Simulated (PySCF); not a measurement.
How methods differ on the excitation energy of Sc⁺

Sc⁺ [Ar] 3d1 4s1 (3D) → Sc⁺ [Ar] 4s2 (1S), as a difference of total energies. All numbers are calculated (PySCF 2.14, the spin-free X2C one-electron Hamiltonian (Gaussian nucleus), in aug-cc-pwCVTZ-DK with one added diffuse shell each of s, p, d, f, g type (11s10p8d5f4g, 152 functions)). Correlated levels: valence: [Ar] frozen; valence and next inner shell: [Ne] frozen; nothing frozen. The calculations carry no spin-orbit coupling.

| method | excitation energy (cm⁻¹) | error (cm⁻¹) |
| --- | --- | --- |
| UHF | 16184 | +4553 |
| LDA | 17472 | +5841 |
| PBE | 18560 | +6929 |
| PBE0 | 18159 | +6528 |
| MP2 (valence) | 11498 | -133 |
| SCS-MP2 (valence) | 9885.7 | -1745 |
| MP2 (valence and next inner shell) | 11649 | +18 |
| SCS-MP2 (valence and next inner shell) | 10602 | -1029 |
| MP2 (all electrons) | 11692 | +62 |
| SCS-MP2 (all electrons) | 10607 | -1024 |

Reference: 11631 cm⁻¹ (measured; NIST levels, between the centres of gravity of the two terms).
